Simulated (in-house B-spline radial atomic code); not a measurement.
Successive ionisation energies of iridium; each step leads to the configuration of the next row (after the last: [Kr] 4d5). NIST's values go from ground level to ground level; the uncertainty of those that are theory runs from under 0.1 % in few-electron ions to several per cent in heavy many-electron ones. Computed with an all-electron radial atomic-structure program (B-spline basis): non-relativistic Hartree-Fock, average of the configuration, point nuclei.

This level leaves out relativity, spin-orbit splitting included, which matters for heavy ions.

```tsv
ion	configuration	ionisation energy (eV)	tabulated value (eV)	tabulated kind	computed minus tabulated (eV)	highest orbital	largest mean radius (bohr)
Ir27+	[Kr] 4d10 4f4	909.8	920	tabulated theory	-10.2	4f	0.44013
Ir28+	[Kr] 4d10 4f3	963.0	980	tabulated theory	-17.0	4f	0.43738
Ir29+	[Kr] 4d10 4f2	1017.4	1030	tabulated theory	-12.6	4f	0.43461
Ir30+	[Kr] 4d10 4f1	1072.8	1080	tabulated theory	-7.2	4f	0.43207
Ir31+	[Kr] 4d10	1341.0	1331	tabulated theory	10.0	4d	0.42963
Ir32+	[Kr] 4d9	1394.1	1381	tabulated theory	13.1	4d	0.42751
Ir33+	[Kr] 4d8	1447.9	1436	tabulated theory	11.9	4d	0.4254
Ir34+	[Kr] 4d7	1502.3	1493	tabulated theory	9.3	4d	0.42331
Ir35+	[Kr] 4d6	1557.3	1548	tabulated theory	9.3	4d	0.42124
```
